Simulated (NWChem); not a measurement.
# CH$_{7}$BN$_{2}$O; SMILES CNB(N)O

```xyz
12

C     -0.0130     1.9928    -0.0361
N     -0.6764     0.7113     0.0305
B     -0.0211    -0.5681     0.0178
N      1.4028    -0.6760    -0.0138
O     -0.7470    -1.7581    -0.0094
H     -0.6369     2.7540    -0.5527
H      0.9221     1.8976    -0.6263
H      0.2663     2.4205     0.9589
H     -1.6637     0.7583     0.2832
H      1.8429    -1.5935    -0.0471
H      2.0260     0.0662     0.2939
H     -1.6814    -1.6029    -0.2234
```
Atoms are numbered in this order, from 1.

Computed with NWChem. Pople sets run with spherical d functions. Medium grid unless said otherwise, to which SCAN and Minnesota functionals are sensitive. All runs use the structure optimised with PBE-D3(BJ)/def2-SVP. B3LYP is NWChem's, with the RPA form of VWN correlation.

**Question.** Among these, which level gives the lowest value of “highest occupied level (eV)”?
A) LC-wPBE (HJS exchange hole, range parameter 0.4 per bohr)/6-31G*
B) B3LYP/6-31G*
C) PBE/6-31G*
D) N12/6-31G*

**Answer.** A, LC-wPBE (HJS exchange hole, range parameter 0.4 per bohr)/6-31G*. Values: LC-wPBE (HJS exchange hole, range parameter 0.4 per bohr)/6-31G* -9.00; B3LYP/6-31G* -5.87; PBE/6-31G* -4.66; N12/6-31G* -4.58
